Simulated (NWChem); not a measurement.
Species: C₂H₅F₃Si; SMILES C[Si@@H](F)C(F)F

```xyz
11

C     -1.1621     1.8728    -0.1446
Si     0.2775     0.7292    -0.3950
F      1.3477     0.9257     0.8134
C     -0.3301    -1.0868    -0.3311
F      0.7198    -1.9468    -0.3639
F     -1.0148    -1.2941     0.8286
H     -0.8307     2.9199    -0.0750
H     -1.6925     1.6119     0.7841
H     -1.8755     1.7962    -0.9807
H      0.9992     0.9393    -1.6797
H     -1.0075    -1.3548    -1.1668
```
Atoms are numbered in this order, from 1.

Results from NWChem. Geometry: optimised at PBE0/def2-SVP.

For level B3LYP/def2-TZVP:

* **highest occupied level (eV)**: -8.38
* **orbital gap (eV)**: 8.31

How do the values read with level PW6B95/def2-TZVP instead?


| Property | Value |
|---|---|
| highest occupied level (eV) | -8.74 |
| orbital gap (eV) | 8.90 |
